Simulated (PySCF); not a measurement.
Cobalt: highly charged ions in a basis for the neutral atom

Co¹⁴⁺ [Ne] 3s2 3p1, Co¹⁵⁺ [Ne] 3s2. Computed with PySCF 2.14 in 6-31G*, with the non-relativistic Hamiltonian (point nucleus). No spin-orbit coupling, so a gap to NIST mixes the basis error with missing relativistic terms.

Changed run: basis of the neutral atom used for a highly charged ion. This setting is unsound on purpose.

```csv
species,method,sound run (hartree),changed run (hartree),converged
Co¹⁴⁺,UHF,not run,-1289.94914,yes
Co¹⁴⁺,r2SCAN,not run,-1290.42999,yes
Co¹⁴⁺,PBE0,not run,-1290.25440,yes
Co¹⁵⁺,UHF,not run,-1274.22156,yes
Co¹⁵⁺,r2SCAN,not run,-1274.65741,yes
Co¹⁵⁺,PBE0,not run,-1274.48448,yes
```

Ionisation energy of Co¹⁴⁺:

```json
{"method": "UHF", "changed run (eV)": "427.97", "NIST (eV)": "441.1 ± 1.4"}
{"method": "r2SCAN", "changed run (eV)": "429.19", "NIST (eV)": "441.1 ± 1.4"}
{"method": "PBE0", "changed run (eV)": "429.12", "NIST (eV)": "441.1 ± 1.4"}
```

The contracted functions were made for the neutral atom and can be too rigid for a highly charged ion.
